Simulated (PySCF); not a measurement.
Bonds (- single, = double, # triple, : aromatic): B1-N2 1.401 Å, N2-B3 1.457 Å, B3-N4 1.393 Å, N4-C5 1.438 Å. B1 carries H6, H7; N2 carries H8; B3 carries H9; N4 carries H10; C5 carries H11, H12, H13.

Geometry: PBE0-D3(BJ)/def2-SVP; GIAO absolute shieldings from PySCF 2.14.0 with density-fitted response routines, gas phase, non-relativistic, averaged over equivalent atoms.

At PBE0/pcSseg-0 (61 basis functions, 4.5 s wall time (4 s CPU) on 1 thread of an Arm Neoverse V2, shared host):
```csv
atoms,σ (ppm)
B1,62.9
B3,78.8
N2,108.5
N4,176.3
C5,157.3
H6/H7,26.54
H9,27.20
H8,27.31
H10,29.51
H11/H12/H13,29.73
```

Problem. What do these become at CAM-B3LYP/pcSseg-2?

Solution. 
```
      atoms  σ at CAM-B3LYP/pcSseg-2  change
         B1                     53.6    -9.3
         B3                     67.6   -11.2
         N2                    103.8    -4.7
         N4                    168.6    -7.7
         C5                    148.3    -9.0
      H6/H7                    26.18   -0.36
         H9                    26.91   -0.29
         H8                    25.69   -1.62
        H10                    27.31   -2.20
H11/H12/H13                    28.47   -1.26
```

The largest change is at B3 (boron bonded to 2 N, H). Cost: 292 basis functions, 51 s wall time on 1 thread of an Arm Neoverse V1, shared host.
